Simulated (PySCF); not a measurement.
# Working out the excitation energy of Br⁺

Br⁺ [Ar] 3d10 4s2 4p4 (3P) → Br⁺ [Ar] 3d10 4s1 4p5 (3P). Calculation: PySCF 2.14, in x2c-TZVPPall; scalar relativity by spin-free X2C-1e. Frozen: [Ar] 3d10. Energies in hartree (1 hartree = 27.21139 eV):

```json
{"part": "UHF", "Br⁺ (lower)": "-2604.020861", "Br⁺ (upper)": "-2603.496660"}
{"part": "CCSD correlation", "Br⁺ (lower)": "-0.123116", "Br⁺ (upper)": "-0.197872"}
{"part": "(T)", "Br⁺ (lower)": "-0.003229", "Br⁺ (upper)": "-0.016083"}
```

Question: What does Hartree-Fock give?

Answer: (-2603.496660) − (-2604.020861) = 0.524201 hartree = 14.264 eV.

Question: What do CCSD and CCSD(T) give?

Answer: The CCSD correlation energies differ by -0.074756 hartree = -2.034 eV and the triples by -0.012854 hartree = -0.350 eV, so CCSD gives 12.230 eV and CCSD(T) 11.880 eV.

Measured between the centres of the two terms (NIST): 11.924 eV, so CCSD(T) (valence) is off by -0.044 eV.

The coupled-cluster amplitudes are large, so a single reference is strained.

What remains against the reference includes basis incompleteness, the frozen core and higher excitations.
